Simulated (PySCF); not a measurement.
## Cu (copper, neutral): PBE0 calculation

Configuration: [Ar] 3d9 4s1 5s1, high-spin 4D determinant (an excited configuration). Calculation: PySCF 2.14, in aug-cc-pVTZ-PP with one added diffuse shell each of s, p, d, f, g type with ECP10MDF (7s7p6d4f3g, 113 functions); scalar relativity through the core potential.

- Total energy: -196.9680 hartree
- One-electron energy: -348.4530 hartree
- Hartree (Coulomb) energy: 170.0898 hartree
- Exchange-correlation energy: -18.6049 hartree
- ⟨S²⟩: 3.7504
- ⟨L²⟩: 6.012
- Sum of ⟨r⟩: 24.69 bohr
- Sum of ⟨r²⟩: 91.05 bohr²
- Traceless quadrupole moment −½Σ⟨3z² − r²⟩ along its main axis: 0.0650 e·bohr²

```
shell  electrons  mean orbital energy (eV)  spread (eV)  rms radius, mean of both spins (bohr)
 3s α          1                   -134.00            0                                  0.765
 3s β          1                   -132.09            0                                  0.765
 3p α          3                   -89.367        2.294                                  0.812
 3p β          3                   -87.373        0.101                                  0.812
 3d α          5                   -18.291        2.635                                   1.07
 3d β          4                   -16.879        1.686                                   1.07
 4s α          1                   -11.110            0                                   2.67
 5s α          1                    -2.020            0                                   8.28
```

Energies and moments cover only the electrons outside the core potential. The outer electron is Rydberg-like, and this basis confines it to a smaller radius and binds it less than a complete one would.
